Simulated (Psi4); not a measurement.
As$_{4}$, charge +1, doublet, at a GFN2-xTB geometry (a state made from the parent by changing its charge; the spin is typed, not shown lowest); Psi4 with SVWN/3-21G.

Psi4 was given this input:
```
memory 2 GB

molecule {
1 2
  As   -0.91408271    0.11757606   -1.17441154
  As    0.56448145    1.36964334    0.18453076
  As    0.91952912   -1.12533990   -0.34159932
  As   -0.56992786   -0.36187950    1.33148010
}

set basis 3-21g
set reference uks
set guess sap

energy('svwn')
print_variables()
```

It wrote (shortened):

```
   => Loading Basis Set <=

    Name: 3-21G
    Role: ORBITAL
    Keyword: BASIS

         ---------------------------------------------------------
                                   SCF
               by Justin Turney, Rob Parrish, Andy Simmonett
                          and Daniel G. A. Smith
                              UKS Reference
         ---------------------------------------------------------

  ==> Geometry <==

    Molecular point group: c2v
    Full point group: D1

    Geometry (in Angstrom), charge = 1, multiplicity = 2:

       Center              X                  Y                   Z               Mass
    ------------   -----------------  -----------------  -----------------  -----------------
         AS           0.000000000000    -1.287226971654    -0.756082349220    74.921594570000
         AS           1.287226968811     0.000000000000     0.756082349220    74.921594570000
         AS          -1.287226968811    -0.000000000000     0.756082349220    74.921594570000
         AS          -0.000000000000     1.287226971654    -0.756082349220    74.921594570000

  Running in c2v symmetry.

  Rotational constants: A =      0.04018  B =      0.04018  C =      0.03395 [cm^-1]
  Rotational constants: A =   1204.42460  B =   1204.42459  C =   1017.74724 [MHz]
  Nuclear repulsion = 1421.719485281633297

  Charge       = 1
  Multiplicity = 2
  Electrons    = 131
  Nalpha       = 66
  Nbeta        = 65

  ==> Algorithm <==

  SCF Algorithm Type is DF.
  DIIS enabled.
  MOM disabled.
  Fractional occupation disabled.
  Guess Type is SAP.
  Energy threshold   = 1.00e-06
  Density threshold  = 1.00e-06
  Integral threshold = 1.00e-12

  ==> Primary Basis <==

  Basis Set: 3-21G
    Blend: 3-21G
    Number of shells: 40
    Number of basis functions: 92
    Number of Cartesian functions: 92
    Spherical Harmonics?: false
    Max angular momentum: 2

  ==> DFT Potential <==

   => LibXC <=

    Version 7.1.2
    S. Lehtola, C. Steigemann, M. J. T. Oliveira, and M. A. L. Marques,  SoftwareX 7, 1–5 (2018) (10.1016/j.softx.2017.11.002)

   => Composite Functional: SVWN <=

    Slater exchange
    Vosko, Wilk & Nusair (VWN5_RPA)
    P. A. M. Dirac,  Math. Proc. Cambridge Philos. Soc. 26, 376 (1930) (10.1017/S0305004100016108)
    F. Bloch,  Z. Phys. 57, 545 (1929) (10.1007/BF01340281)
    S. H. Vosko, L. Wilk, and M. Nusair,  Can. J. Phys. 58, 1200 (1980) (10.1139/p80-159)

    Deriv               =              1
    GGA                 =          FALSE
    Meta                =          FALSE

    Exchange Hybrid     =          FALSE
    MP2 Hybrid          =          FALSE

   => Exchange Functionals <=

    1.0000         XC_LDA_X

   => Correlation Functionals <=

    1.0000   XC_LDA_C_VWN_RPA

   => LibXC Density Thresholds  <==

    XC_LDA_C_VWN_RPA:  1.00E-15
    XC_LDA_X:  1.00E-15

   => Molecular Quadrature <=

    Radial Scheme          =       TREUTLER
    Pruning Scheme         =           NONE
    Nuclear Scheme         =       TREUTLER

    Blocking Scheme        =         OCTREE
    BS radius alpha        =              1
    Pruning alpha          =              1
    Radial Points          =             75
    Spherical Points       =            302
    Total Points           =          80836
    Total Blocks           =            660
    Max Points             =            256
    Max Functions          =             77
    Weights Tolerance      =       1.00E-15

   => Loading Basis Set <=

    Name: (3-21G AUX)
    Role: JKFIT
    Keyword: DF_BASIS_SCF

  ==> Integral Setup <==

  SCF_SUBTYPE=INCORE selected. In-core MEM_DF algorithm will be used.
  Using in-core AOs.

  ==> MemDFJK: Density-Fitted J/K Matrices <==

    J tasked:                   Yes
    K tasked:                    No
    wK tasked:                   No
    Algorithm:                 Core
    Schwarz Cutoff:           1E-12
    Mask sparsity (%):      17.7221
    Fitting Condition:        1E-10

   => Auxiliary Basis Set <=

[...]
    Max Functions          =             77
    Weights Tolerance      =       1.00E-15

   -------------------------------------------------------
    Irrep   Nso     Nmo     Nalpha   Nbeta   Ndocc  Nsocc
   -------------------------------------------------------
     A1        34      34      25      24      24       1
     A2        12      12       9       9       9       0
     B1        23      23      16      16      16       0
     B2        23      23      16      16      16       0
   -------------------------------------------------------
    Total      92      92      66      65      65       1
   -------------------------------------------------------

  ==> Iterations <==

                           Total Energy        Delta E     RMS |[F,P]|

   @DF-UKS iter   1: -8889.84596688919009   -8.88985e+03   7.20108e-03 ADIIS/DIIS
   @DF-UKS iter   2: -8889.89872543157981   -5.27585e-02   5.42647e-03 ADIIS/DIIS
   @DF-UKS iter   3: -8889.96085311751813   -6.21277e-02   1.38630e-04 ADIIS/DIIS
   @DF-UKS iter   4: -8889.96089287561153   -3.97581e-05   4.18251e-05 DIIS
   @DF-UKS iter   5: -8889.96089850061799   -5.62501e-06   5.84373e-06 DIIS
   @DF-UKS iter   6: -8889.96089861055771   -1.09940e-07   1.69292e-07 DIIS
  Energy and wave function converged.

  ==> Post-Iterations <==

   Electrons on quadrature grid:
      Nalpha   =   65.9999921657 ; deviation = -7.834e-06
      Nbeta    =   64.9999931332 ; deviation = -6.867e-06
      Ntotal   =  130.9999852988 ; deviation = -1.470e-05

   @Spin Contamination Metric:   9.996094966E-04
   @S^2 Expected:                7.500000000E-01
   @S^2 Observed:                7.509996095E-01
   @S   Expected:                5.000000000E-01
   @S   Observed:                5.000000000E-01

    Orbital Energies [Eh]
    ---------------------

    Alpha Occupied:

[...]
    Alpha Virtual:

[...]
    Beta Occupied:

[...]
    Beta Virtual:

[...]
    Final Occupation by Irrep:
             A1    A2    B1    B2
    DOCC [    24,    9,   16,   16 ]
    SOCC [     1,    0,    0,    0 ]
    NA   [    25,    9,   16,   16 ]
    NB   [    24,    9,   16,   16 ]

  @DF-UKS Final Energy: -8889.96089861055771

   => Energetics <=

    Nuclear Repulsion Energy =           1421.7194852816332968
    One-Electron Energy =              -15231.7139668652016553
    Two-Electron Energy =                5242.6025074058543396
    DFT Exchange-Correlation Energy =    -322.5689244328440282
    Empirical Dispersion Energy =           0.0000000000000000
    VV10 Nonlocal Energy =                  0.0000000000000000
    Total Energy =                      -8889.9608986105577060

  UHF NO Occupations:
  HONO-2 :   16 B2 1.9997763
  HONO-1 :   16 B1 1.9997763
  HONO-0 :   25 A1 1.0000000
  LUNO+0 :   17 B1 0.0002237
  LUNO+1 :   17 B2 0.0002237
  LUNO+2 :   26 A1 0.0000440
  LUNO+3 :   27 A1 0.0000057

Computation Completed

Properties will be evaluated at   0.000000,   0.000000,   0.000000 [a0]

Properties computed using the SCF density matrix

 Multipole Moments:

 ------------------------------------------------------------------------------------
     Multipole            Electronic (a.u.)      Nuclear  (a.u.)        Total (a.u.)
 ------------------------------------------------------------------------------------

 L = 1.  Multiply by 2.5417464519 to convert [e a0] to [Debye]
 Dipole X            :          0.0000000           -0.0000000           -0.0000000
 Dipole Y            :          0.0000000            0.0000000            0.0000000
 Dipole Z            :         -0.0000060            0.0000000           -0.0000060
 Magnitude           :                                                    0.0000060

 ------------------------------------------------------------------------------------

  Variable Map:
  ----------------------------------------------------------------------------
[...]
  Array Variable Map:
  ----------------------------------------------------------------------------
[...]
[...]
```
